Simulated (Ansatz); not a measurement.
C₂H₄BClS (`BSC(=C)Cl`), relaxed with RKS PBE-D4/def2-SVP in Ansatz 0.2.0 from a rough embedded geometry. The force threshold is 0.03 eV/Å; the program also tests the step.

The species carries charge 0 and has multiplicity 1.

Start:

```xyz
9

B     1.388   -0.297    1.197
S     0.096    1.057    1.132
C    -0.867    0.157   -0.079
C    -0.793    0.413   -1.310
Cl   -2.082   -1.004    0.516
H     2.343   -0.188    0.406
H     1.345   -1.152    1.948
H    -0.039    1.135   -1.692
H    -1.390   -0.121   -2.118
```

By how much does the energy fall, and how many steps does the optimiser take? (An estimate is asked.)

Computed: 135.82 kJ/mol, in 31 steps, 2 of them rejected.

Which bonds change most? (An estimate is asked.)

The calculation gave: B1–S2 from 1.872 to 1.767 Å; C3–C4 from 1.260 to 1.347 Å; B1–H7 from 1.139 to 1.209 Å; C3–Cl5 from 1.783 to 1.735 Å.

Give the relaxed structure. (An estimate is asked.)

Computed: 
```xyz
9

B     1.544   -0.282    1.496
S     0.965    0.642    0.105
C    -0.609   -0.016   -0.447
C    -1.210    0.541   -1.516
Cl   -1.328   -1.348    0.402
H     2.610    0.125    1.906
H     0.936   -1.211    1.972
H    -0.734    1.385   -2.037
H    -2.175    0.164   -1.882
```
